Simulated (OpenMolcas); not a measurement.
## C²⁺: effect of the basis set

```yaml
Program: OpenMolcas
Method: "MS-RASPT2, IPEA 0.25 Eh, imaginary shift 0.1 Eh (closed shells correlated: 1s)"
Active_space: 2 electrons in 9 orbitals (RAS2 2s 2p; RAS3 3d, at most 2 electrons)
State_averaging: 2S+1 = 3 even, 3 roots; 2S+1 = 1 even, 7 roots; 2S+1 = 3 odd, 3 roots; 2S+1 = 1 odd, 3 roots
Spin-orbit_coupling: RASSI with atomic mean-field integrals over the reference wave functions, term energies averaged over their components
```

A. ANO-RCC-VTZP [4s3p2d1f], DKH2, point nucleus; CASPT2 step about 5 core-seconds
B. ANO-R2 [4s4p2d1f], X2C, finite nucleus; CASPT2 step about 5 core-seconds
C. ANO-RCC-VQZP [5s4p3d2f1g], DKH2, point nucleus; CASPT2 step roughly 8 core-seconds
D. ANO-RCC [8s8p4d3f2g], DKH2, point nucleus; CASPT2 step about 8 core-seconds

Energies in cm-1 above 2s2 1S0, the measured ground level; measured values from Moore, Selected Tables of Atomic Spectra, NSRDS-NBS 3, section 3.

| Level | A | B | C | D | Measured |
| --- | --- | --- | --- | --- | --- |
| 2s2 1S0 | 0.0 | 0.0 | 0.0 | 0.0 | 0.0 |
| 2s 2p 3P* 0 | 52250 | 52522 | 52252 | 52451 | 52367 |
| 2s 2p 3P* 1 | 52276 | 52548 | 52278 | 52477 | 52391 |
| 2s 2p 3P* 2 | 52330 | 52600 | 52332 | 52530 | 52447 |
| 2s 2p 1P* 1 | 103336 | 103457 | 102715 | 102850 | 102352 |
| 2p2 3P0 | 137624 | 138007 | 137369 | 137815 | 137426 |
| 2p2 3P1 | 137650 | 138033 | 137395 | 137841 | 137454 |
| 2p2 3P2 | 137703 | 138084 | 137448 | 137894 | 137502 |
| 2p2 1D2 | 146443 | 146971 | 146026 | 146445 | 145876 |
| 2p2 1S0 | 184501 | 184597 | 183261 | 183504 | 182520 |

Deviations, from unrounded energies. A percentage is the sum of absolute deviations over the sum of measured energies, with the sign that they share, or ± where signs differ.

```tsv
Against measurement	Levels	A	B	C	D
mean absolute deviation (cm-1)	9	500	720	200	390
other configurations (%)	9	±0.4	+0.6	±0.2	+0.3
```

C lies closest to measurement on these levels and B furthest from it. The largest miss of C in the table is 2p2 1S0, by +740 cm-1. The ranking rests on the paired levels alone, and a cruder setting can come out closer through cancelling errors.

Among A to D the level of the table that moves most is 2p2 1S0, by 1300 cm-1 (lowest in C, highest in B).

Active for correlation alone: 3d; no level in the range computed is led by a configuration that fills it, so any true level of that kind is missing. Measured partners are found by configuration, term and J. A level has none where our copy of the source lacks it or the pairing is in doubt (some pairs that miss far off the trend of their configuration count as doubtful), and it then counts in no deviation. Only configurations of the active space appear.

* marks odd parity.
